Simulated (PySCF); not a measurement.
PySCF input for Ge(OH)3(PH2) (GeH5O3P), SMILES [PH2][Ge]([OH])([OH])[OH], IEF-PCM-PBE0/def2-SVP. Geometry: B3LYP-D3(BJ)/def2-SVP. The values are those of a single conformer.

```python
import numpy as np
from pyscf import gto, scf, dft
from pyscf.solvent import pcm

mol = gto.M(
    atom='''
    O    -0.37650502    0.09453442    1.86277892
    Ge   -0.25398076    0.01349065    0.09148185
    O    -1.12719303    1.49148328   -0.40113502
    O    -1.09482110   -1.45061922   -0.46523160
    P     1.88459989   -0.12549189   -0.79732540
    H    -0.78345817    0.93046252    2.13331350
    H    -1.31001187    1.52688128   -1.34966288
    H    -1.84889031   -1.66242650    0.10340500
    H     2.20195893   -1.24865627    0.02619270
    H     2.38694046    0.82122865    0.14791528
    ''',
    basis='def2-SVP',
    charge=0,
    spin=0,
    max_memory=1600,
    verbose=3,
)
mf = dft.RKS(mol, xc='pbe0').density_fit(auxbasis='def2-universal-jkfit')
mf.grids.level = 3
mf.conv_tol = 1e-9
mf.max_cycle = 100
mf.kernel()
res = {}
for name, eps in {'water': 78.355, 'chloroform': 4.7113, 'tetrahydrofuran': 7.4257}.items():
    s = mf.PCM()
    s.with_solvent.method, s.with_solvent.eps, s.with_solvent.lebedev_order = 'IEF-PCM', eps, 29
    s.kernel(mf.make_rdm1())
    res[name] = (s.e_tot, eps, s.dip_moment(), s.mo_energy, s.converged)
    print(f'{name}: electrostatic solvation free energy {(s.e_tot - mf.e_tot) * 627.509474:.3f} kcal/mol')
```

It prints:

```
converged SCF energy = -2645.94284938862

WARN: PCM is an experimental feature. It is still in testing.
Features and APIs may be changed in the future.

converged SCF energy = -2645.95861797212
Dipole moment(X, Y, Z, Debye): -0.54767,  1.07303,  0.14210
water: electrostatic solvation free energy -9.895 kcal/mol

WARN: PCM is an experimental feature. It is still in testing.
Features and APIs may be changed in the future.

converged SCF energy = -2645.95408468813
Dipole moment(X, Y, Z, Debye): -0.52509,  0.98752,  0.10743
chloroform: electrostatic solvation free energy -7.050 kcal/mol

WARN: PCM is an experimental feature. It is still in testing.
Features and APIs may be changed in the future.

converged SCF energy = -2645.95572518874
Dipole moment(X, Y, Z, Debye): -0.53228,  1.01620,  0.11912
tetrahydrofuran: electrostatic solvation free energy -8.080 kcal/mol
```

Self-consistency was reached.
